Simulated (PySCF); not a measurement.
Isomers of C4H9NOSi. Computed with TDDFT CAM-B3LYP/def2-SVPD, vertical, gas phase, core orbitals frozen in the response in PySCF. Geometries: GFN2-xTB; one conformer of each isolated species. Triplets are in the Tamm–Dancoff approximation.

Question: Rank by computed lowest singlet excitation energy, highest first.
A. `O(C)C([SiH2]N=C)=C`
B. `NC(=O)C/C=C\[SiH3]`
C. `CN[Si@@H]1C=CCO1`
D. `C=C([SiH3])CNC=O`

Answer: C (5.95 eV), D (5.76 eV), B (5.53 eV), A (4.02 eV).

```csv
SMILES,S1 (eV),gap (eV),HOMO (eV),f (S1),α (au),T1 (eV),S1 mainly
CN[Si@@H]1C=CCO1,5.95,9.10,-8.13,0.016,79.8,4.43,H→L (82%)
C=C([SiH3])CNC=O,5.76,9.62,-8.98,0.001,86.3,4.35,H-1→L+3 (18%)
NC(=O)C/C=C\[SiH3],5.53,8.93,-8.74,0.023,86.5,4.12,H→L (40%)
C=N[SiH2]C(=C)OC,4.02,8.41,-8.07,0.000,87.6,3.41,H-1→L (88%)
```

H and L stand for HOMO and LUMO.

- `CN[Si@@H]1C=CCO1`: Löwdin shares by element: HOMO nitrogen 54%, carbon 18% or more, silicon 8% (atoms not listed hold the other 20%); LUMO carbon 53% or more, silicon 11%, hydrogen 5% or more (atoms not listed hold the other 31%).
- `C=C([SiH3])CNC=O`: Löwdin shares by element: HOMO carbon 32% or more, oxygen 31%, nitrogen 14% (atoms not listed hold the other 23%); LUMO carbon 59% or more, silicon 7%, hydrogen 6% or more (atoms not listed hold the other 28%).
- `NC(=O)C/C=C\[SiH3]`: Löwdin shares by element: HOMO oxygen 45%, carbon 33% or more (atoms not listed hold the other 22%); LUMO carbon 57% or more, silicon 16% (atoms not listed hold the other 27%).
- `C=N[SiH2]C(=C)OC`: Löwdin shares by element: HOMO carbon 54% or more, oxygen 25%, nitrogen 4% (atoms not listed hold the other 17%); LUMO carbon 38% or more, nitrogen 31%, hydrogen 14% or more (atoms not listed hold the other 17%).
